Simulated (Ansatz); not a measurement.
CH2FGaOS (`O[C](=S)[GaH][F]`), 7 atoms. Charge 0, multiplicity 1. Correlated methods include outer-core shells of Ga, which these sets cover unevenly. Scalar relativity is left out up to krypton. All runs use 4 threads of an Arm Neoverse V1 on a shared host. Correlated methods freeze the cores.

**Question.** How many basis functions does each run have, and how long does it take in Ansatz? RKS ωB97X-V/def2-TZVPP energy; RKS PBE0-D4/def2-SVP energy; RHF-CCSD(T)/def2-SVP energy; RKS BHLYP-D4/def2-TZVPP energy; RKS PBE0-D4/def2-TZVP relaxation (27 steps); direct RPA on PBE orbitals/def2-TZVPP energy; RHF-MP2/def2-QZVPP energy; RKS ωB97M-V/def2-SVP energy; RKS r2SCAN0-D4/def2-TZVPP energy; RKS HSE06 (plane-wave form)-D4/def2-TZVPP energy; RKS PBE0-D4/def2-TZVP frequencies; RKS PBE0-D4/def2-QZVPP energy. (Best estimate.)

**Answer.** Computed: Other jobs shared the machine, so times are rough.

```csv
level,job,functions,wall time,peak host memory (GiB)
RKS PBE0-D4/def2-SVP,energy,102,1.1 s,0.44
RKS BHLYP-D4/def2-TZVPP,energy,211,3 s,0.63
RKS HSE06 (plane-wave form)-D4/def2-TZVPP,energy,211,3 s,0.62
direct RPA on PBE orbitals/def2-TZVPP,energy,211,4 s,0.44
RKS ωB97M-V/def2-SVP,energy,102,4.7 s,0.44
RKS r2SCAN0-D4/def2-TZVPP,energy,211,4.7 s,0.62
RHF-CCSD(T)/def2-SVP,energy,102,5.5 s,0.44
RKS ωB97X-V/def2-TZVPP,energy,211,7 s,0.7
RKS PBE0-D4/def2-QZVPP,energy,390,7.5 s,1.4
RHF-MP2/def2-QZVPP,energy,390,17 s,1.8
RKS PBE0-D4/def2-TZVP,relaxation (27 steps),190,92 s,0.51
RKS PBE0-D4/def2-TZVP,frequencies,190,100 s,0.49
```
